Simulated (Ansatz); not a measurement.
System: C3H8O2, charge 0, singlet. C3H8O2 (dimethoxymethane, SMILES O(COC)C).
B3LYP-D3(BJ)/def2-TZVP minimum from Ansatz (a quantum-chemistry and plane-wave program):
```xyz
13

C      1.8674     0.7502     0.2176
O      1.2912    -0.5487     0.1998
C     -0.0667    -0.5634     0.4495
O     -0.7616     0.0474    -0.6175
C     -2.1498     0.1344    -0.3802
H      1.6532     1.2567     1.1667
H      1.4942     1.3614    -0.6062
H      2.9426     0.6172     0.1167
H     -0.3599    -1.6156     0.5437
H     -0.3055    -0.0277     1.3868
H     -2.5951     0.6234    -1.2444
H     -2.6023    -0.8585    -0.2612
H     -2.3693     0.7262     0.5181
```

Property: atomisation energy (electronic, to ground-state atoms), in kJ/mol. Radicals and triplets start from unrestricted determinants; spin-orbit coupling is neglected. CBS(X,Y): correlation extrapolated as X^-3, Hartree-Fock from the larger set. A bracket is a step between two methods taken in the basis named. Functionals run without relativity, which enters their misses. Double hybrids freeze cores in their MP2 part. '+ core + X2C': CCSD(T) terms for core correlation (cc-pwCVTZ) and scalar relativity (cc-pVTZ-DK). Where a partner has so few electrons that a lower coupled-cluster level is exact, that level stands in.

CCSD(T)/CBS(cc-pVTZ,cc-pVQZ) + [CCSDT(Q) - CCSD(T)]/cc-pVDZ + core + X2C (Ansatz) gives 4975.2 kJ/mol.

Task: What does PBE/def2-TZVPD (Ansatz) give here, and how do the other levels compare?

Result: PBE gives 5054.9 kJ/mol, 79.7 kJ/mol above it. Differences of the others: r2SCAN/def2-TZVPD (Ansatz) -13.6; B3LYP/def2-TZVPD (Ansatz) -45.5; PBE0/def2-TZVPD (Ansatz) -21.4; wB97M-V/def2-TZVPD (Ansatz) -6.5; B2PLYP/def2-TZVPD (Ansatz) -77.5; CCSD(T)/CBS(cc-pVTZ,cc-pVQZ) + core + X2C (Ansatz) -3.6 kJ/mol. Nearer than PBE: r2SCAN/def2-TZVPD, B3LYP/def2-TZVPD, PBE0/def2-TZVPD, wB97M-V/def2-TZVPD, B2PLYP/def2-TZVPD, CCSD(T)/CBS(cc-pVTZ,cc-pVQZ) + core + X2C.
